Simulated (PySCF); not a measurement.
Sb(H)2(Me) (CH₅Sb), SMILES [CH3][SbH2]. Atoms are numbered in the order given.

```xyz
7

Sb    -0.3260     0.0479     0.0000
H     -0.4867    -1.1383    -1.2226
H     -0.4867    -1.1383     1.2226
C      1.8346    -0.0192     0.0000
H      2.1929    -1.0462     0.0000
H      2.1999     0.4985     0.8866
H      2.1999     0.4985    -0.8866
```
Charge 0, spin multiplicity 1.

Geometry: PBE0-D3(BJ)/def2-TZVP. The def2 effective core potentials stand for the cores of Sb; spin–orbit coupling is left out.

The numbers are results of TDDFT-B3LYP/def2-SVPD run with PySCF, not measurements.

Vertical excitations. Gas-phase values at a fixed geometry. State labels are in the subgroup Cs.

### Question
Give excitation energies, oscillator strengths and character. (The exact figures need the calculation; the answer reports its results.)

### Answer

| state | symmetry | energy (eV) | λ (nm) | f | main pairs |
|---|---|---|---|---|---|
| S1 | A' | 5.61 | 221 | 0.087 | HOMO→LUMO 96 % |
| S2 | A" | 6.05 | 205 | 0.081 | HOMO→LUMO+1 94 % |
| S3 | A' | 6.20 | 200 | 0.157 | HOMO→LUMO+2 97 % |
| S4 | A' | 7.35 | 169 | 0.085 | HOMO−1→LUMO 73 %, HOMO→LUMO+3 18 % |
| S5 | A" | 7.35 | 169 | 0.001 | HOMO−2→LUMO 58 %, HOMO−1→LUMO+1 42 % |
| S6 | A' | 7.57 | 164 | 0.011 | HOMO→LUMO+3 68 %, HOMO−1→LUMO 15 % |
| S7 | A' | 7.79 | 159 | 0.017 | HOMO→LUMO+4 82 % |
| S8 | A" | 7.89 | 157 | 0.064 | HOMO−1→LUMO+1 50 %, HOMO−2→LUMO 35 % |
| S9 | A' | 8.18 | 152 | 0.186 | HOMO−1→LUMO+2 63 %, HOMO−2→LUMO+1 20 % |
| S10 | A" | 8.34 | 149 | 0.167 | HOMO−2→LUMO+2 90 % |
| T1 | A' | 4.72 | 263 | 0 | HOMO→LUMO 95 % |
| T2 | A" | 4.92 | 252 | 0 | HOMO→LUMO+1 97 % |
| T3 | A' | 5.78 | 214 | 0 | HOMO→LUMO+2 91 % |
| T4 | A' | 6.51 | 191 | 0 | HOMO−1→LUMO 76 % |
Triplets are in the Tamm–Dancoff approximation, which puts them higher than full response would, so one can lie above its singlet here.
